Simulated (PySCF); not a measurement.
PySCF input file for VOCl₂, SMILES [O]=[V]([Cl])[Cl] (connectivity only; charge and spin as stated), neutral, multiplicity 2, TDA-PBE/def2-SVPD. The structure is a stationary point at ωB97X-D3(BJ)/def2-SVP. The spin state was assumed, not searched.

```python
import numpy as np
from pyscf import gto, scf, dft, tdscf

mol = gto.M(
    atom='''
    V     0.00000000    0.00000001   -0.32825373
    O     0.00000000    0.00000001   -1.85795289
    Cl    0.00000000   -1.92543885    0.65921938
    Cl    0.00000000    1.92543883    0.65921939
    ''',
    basis='def2-SVPD',
    charge=0,
    spin=1,
    max_memory=1600,
    verbose=4,
)
mf = dft.UKS(mol, xc='pbe').density_fit(auxbasis='def2-universal-jkfit')
mf.grids.level = 3
mf.conv_tol = 1e-9
mf.max_cycle = 100
mf.kernel()
fine, coarse = mf.grids, dft.Grids(mol).set(level=1).build(with_non0tab=True)
for _ in range(3):  # follow internal instabilities
    mf.grids = coarse
    mo, _, stable, _ = mf.stability(return_status=True, nroots=4)
    mf.grids = fine
    if stable:
        break
    mf.kernel(mf.make_rdm1(mo, mf.mo_occ))
mf.grids = dft.Grids(mol).set(level=1).build(with_non0tab=True)  # coarser grid for the response kernel
td = tdscf.TDA(mf)
td.nstates = 10
td.conv_tol = 1e-4
td.positive_eig_threshold = 1e-6
td.kernel(x0=td.get_init_guess(mf, 15))
td.analyze()
```

It prints:

```
PySCF version 2.14.0

[INPUT] verbose = 4
[INPUT] num. atoms = 4
[INPUT] num. electrons = 65
[INPUT] charge = 0
[INPUT] spin (= nelec alpha-beta = 2S) = 1
[INPUT] symmetry False subgroup None
[INPUT] Mole.unit = angstrom
[INPUT] Symbol           X                Y                Z      unit          X                Y                Z       unit  Magmom
[INPUT]  1 V      0.000000000000   0.000000010000  -0.328253730000 AA    0.000000000000   0.000000018897  -0.620309649067 Bohr   0.0
[INPUT]  2 O      0.000000000000   0.000000010000  -1.857952890000 AA    0.000000000000   0.000000018897  -3.511022114444 Bohr   0.0
[INPUT]  3 Cl     0.000000000000  -1.925438850000   0.659219380000 AA    0.000000000000  -3.638552096098   1.245744084206 Bohr   0.0
[INPUT]  4 Cl     0.000000000000   1.925438830000   0.659219390000 AA    0.000000000000   3.638552058303   1.245744103103 Bohr   0.0

nuclear repulsion = 340.021126860968
number of shells = 43
number of NR pGTOs = 199
number of NR cGTOs = 111
basis = def2-SVPD
ecp = {}


[settings echo left out]
init E= -1938.76149417201
  alpha nocc = 33  HOMO = -0.295703319987724  LUMO = -0.290717426993285
  beta  nocc = 32  HOMO = -0.373749548092533  LUMO = -0.295703319987726

WARN: HOMO -0.295703319987724 >= LUMO -0.295703319987726

cycle= 1 E= -1938.48363968111  delta_E= 0.278  |g|= 0.63  |ddm|= 2.38
  alpha nocc = 33  HOMO = -0.0812026689730634  LUMO = -0.0302699582758477
  beta  nocc = 32  HOMO = -0.0914088291243678  LUMO = -0.0483633783798827
  HOMO = -0.0812026689731  LUMO = -0.0483633783799  gap/eV = 0.89360
cycle= 2 E= -1936.64235334948  delta_E= 1.84  |g|= 2.02  |ddm|= 2.11
  alpha nocc = 33  HOMO = -0.124961701097157  LUMO = -0.0727454626090158
  beta  nocc = 32  HOMO = -0.285040449187906  LUMO = -0.074936835677364
  HOMO = -0.124961701097  LUMO = -0.0749368356774  gap/eV = 1.36125
cycle= 3 E= -1938.23826114956  delta_E= -1.6  |g|= 0.917  |ddm|= 1.52
  alpha nocc = 33  HOMO = -0.259972079690876  LUMO = -0.204013699034815
  beta  nocc = 32  HOMO = -0.292250396966024  LUMO = -0.216579416756057
  HOMO = -0.259972079691  LUMO = -0.216579416756  gap/eV = 1.18077
cycle= 4 E= -1938.55839109149  delta_E= -0.32  |g|= 0.548  |ddm|= 1.15
  alpha nocc = 33  HOMO = -0.257383259964766  LUMO = -0.197039415012448
  beta  nocc = 32  HOMO = -0.318213362706953  LUMO = -0.216328679039876
  HOMO = -0.257383259965  LUMO = -0.21632867904  gap/eV = 1.11715
cycle= 5 E= -1938.63686444951  delta_E= -0.0785  |g|= 0.34  |ddm|= 0.31
  alpha nocc = 33  HOMO = -0.246656834635721  LUMO = -0.183370869857906
  beta  nocc = 32  HOMO = -0.300328769577226  LUMO = -0.200680167801373
  HOMO = -0.246656834636  LUMO = -0.200680167801  gap/eV = 1.25109
cycle= 6 E= -1938.654559048  delta_E= -0.0177  |g|= 0.254  |ddm|= 0.13
  alpha nocc = 33  HOMO = -0.239572166736009  LUMO = -0.173813143920039
  beta  nocc = 32  HOMO = -0.305118763581695  LUMO = -0.192177518279714
  HOMO = -0.239572166736  LUMO = -0.19217751828  gap/eV = 1.28967
cycle= 7 E= -1938.67759001912  delta_E= -0.023  |g|= 0.0443  |ddm|= 0.115
  alpha nocc = 33  HOMO = -0.236872971462825  LUMO = -0.170599580540926
  beta  nocc = 32  HOMO = -0.304499580506022  LUMO = -0.188888381613964
  HOMO = -0.236872971463  LUMO = -0.188888381614  gap/eV = 1.30573
cycle= 8 E= -1938.67825573449  delta_E= -0.000666  |g|= 0.00764  |ddm|= 0.0227
  alpha nocc = 33  HOMO = -0.237146000234619  LUMO = -0.170763512098434
  beta  nocc = 32  HOMO = -0.304519689285422  LUMO = -0.189091691455256
  HOMO = -0.237146000235  LUMO = -0.189091691455  gap/eV = 1.30762
cycle= 9 E= -1938.67828162043  delta_E= -2.59e-05  |g|= 0.00182  |ddm|= 0.00473
  alpha nocc = 33  HOMO = -0.237328879215793  LUMO = -0.170882865553864
  beta  nocc = 32  HOMO = -0.304510587749883  LUMO = -0.189216202379506
  HOMO = -0.237328879216  LUMO = -0.18921620238  gap/eV = 1.30921
cycle= 10 E= -1938.67828307499  delta_E= -1.45e-06  |g|= 0.000739  |ddm|= 0.00223
  alpha nocc = 33  HOMO = -0.237309643754883  LUMO = -0.170856317215814
  beta  nocc = 32  HOMO = -0.304532753909395  LUMO = -0.189193123372776
  HOMO = -0.237309643755  LUMO = -0.189193123373  gap/eV = 1.30932
cycle= 11 E= -1938.67828336192  delta_E= -2.87e-07  |g|= 0.000109  |ddm|= 0.000568
  alpha nocc = 33  HOMO = -0.237303474018586  LUMO = -0.170845382261655
  beta  nocc = 32  HOMO = -0.304534698774442  LUMO = -0.189179984867526
  HOMO = -0.237303474019  LUMO = -0.189179984868  gap/eV = 1.30951
cycle= 12 E= -1938.678283369  delta_E= -7.09e-09  |g|= 2.03e-05  |ddm|= 0.000119
  alpha nocc = 33  HOMO = -0.237303341975904  LUMO = -0.170841504078068
  beta  nocc = 32  HOMO = -0.304535848888034  LUMO = -0.189175525767908
  HOMO = -0.237303341976  LUMO = -0.189175525768  gap/eV = 1.30962
cycle= 13 E= -1938.67828336958  delta_E= -5.77e-10  |g|= 1.4e-05  |ddm|= 5.18e-05
  alpha nocc = 33  HOMO = -0.237307379753953  LUMO = -0.170844089669416
  beta  nocc = 32  HOMO = -0.304534993836  LUMO = -0.189176930338985
  HOMO = -0.237307379754  LUMO = -0.189176930339  gap/eV = 1.30970
Extra cycle  E= -1938.67828336839  delta_E= 1.19e-09  |g|= 5.17e-05  |ddm|= 5.93e-05
converged SCF energy = -1938.67828336839  <S^2> = 0.760006  2S+1 = 2.0099811
tot grids = 25376
uhf_internal: lowest eigs of H = [0.17046257 0.19663999 0.20163904 0.20810789]
<class 'pyscf.df.df_jk.DFUKS'> wavefunction is stable in the internal stability analysis
tot grids = 25376
Overwritten attributes  positive_eig_threshold  of <class 'pyscf.tdscf.uks.TDA'>


******** <class 'pyscf.tdscf.uks.TDA'> for <class 'pyscf.df.df_jk.DFUKS'> ********
nstates = 10
deg_eia_thresh = 1.000e-03
wfnsym = None
conv_tol = 0.0001
eigh lindep = 1e-12
eigh level_shift = 0
eigh max_cycle = 100


Excitation energies (eV)
[0.60492075 1.93989518 2.71070829 2.97022958 3.10405798 3.14540633
 3.24400233 3.24947124 3.39960164 3.50714541]

** Excitation energies and oscillator strengths **
Excited State   1:      0.60492 eV   2049.59 nm  f=0.0000
      33a ->   34a     -0.99855
Excited State   2:      1.93990 eV    639.13 nm  f=0.0013
      33a ->   35a     -0.99573
Excited State   3:      2.71071 eV    457.39 nm  f=0.0000
      32a ->   34a     -0.98917
      32b ->   33b      0.14362
Excited State   4:      2.97023 eV    417.42 nm  f=0.0014
      33a ->   36a      0.98986
Excited State   5:      3.10406 eV    399.43 nm  f=0.0000
      31a ->   34a      0.98496
      31b ->   33b     -0.16491
Excited State   6:      3.14541 eV    394.18 nm  f=0.0000
      32a ->   34a      0.14377
      32b ->   33b      0.98882
Excited State   7:      3.24400 eV    382.20 nm  f=0.0051
      30a ->   34a      0.82736
      30b ->   33b     -0.54578
Excited State   8:      3.24947 eV    381.55 nm  f=0.0012
      29a ->   34a      0.74927
      33a ->   37a     -0.19307
      29b ->   33b     -0.62098
Excited State   9:      3.39960 eV    364.70 nm  f=0.0058
      29a ->   34a      0.13421
      33a ->   37a      0.96801
      29b ->   33b     -0.14096
Excited State  10:      3.50715 eV    353.52 nm  f=0.0000
      31a ->   34a      0.16625
      31b ->   33b      0.98227

** Transition electric dipole moments (AU) **
state          X           Y           Z        Dip. S.      Osc.
  1        -0.0000     -0.0000     -0.0000      0.0000      0.0000
  2        -0.1653     -0.0000      0.0000      0.0273      0.0013
  3        -0.0073      0.0000      0.0000      0.0001      0.0000
  4         0.0000     -0.1383     -0.0000      0.0191      0.0014
  5         0.0000      0.0000      0.0000      0.0000      0.0000
  6         0.0084      0.0000     -0.0000      0.0001      0.0000
  7         0.0000     -0.2541      0.0002      0.0646      0.0051
  8        -0.0000     -0.0003     -0.1211      0.0147      0.0012
  9        -0.0000     -0.0000      0.2635      0.0694      0.0058
 10         0.0000     -0.0000      0.0000      0.0000      0.0000

** Transition velocity dipole moments (imaginary part, AU) **
state          X           Y           Z        Dip. S.      Osc.
  1         0.0000     -0.0000      0.0000      0.0000      0.0000
  2         0.0126      0.0000     -0.0000      0.0002      0.0015
  3         0.0015     -0.0000      0.0000      0.0000      0.0000
  4        -0.0000     -0.0058      0.0000      0.0000      0.0002
  5         0.0000     -0.0000     -0.0000      0.0000      0.0000
  6        -0.0024     -0.0000      0.0000      0.0000      0.0000
  7        -0.0000      0.0086     -0.0000      0.0001      0.0004
  8        -0.0000      0.0000      0.0070      0.0000      0.0003
  9        -0.0000      0.0000     -0.0132      0.0002      0.0009
 10         0.0000     -0.0000     -0.0000      0.0000      0.0000

** Transition magnetic dipole moments (imaginary part, AU) **
state          X           Y           Z
  1        -0.0000     -0.0000      1.3674
  2         0.0000     -0.8006     -0.0000
  3         0.0000      0.3310      0.0000
  4         0.3880      0.0000      0.0000
  5        -0.0000      0.0000     -0.0118
  6         0.0000     -0.3918     -0.0000
  7         0.0630     -0.0000     -0.0000
  8         0.0001      0.0000      0.0000
  9         0.0000     -0.0000      0.0000
 10        -0.0000      0.0000      0.0131
```

The calculation finished and met its thresholds.
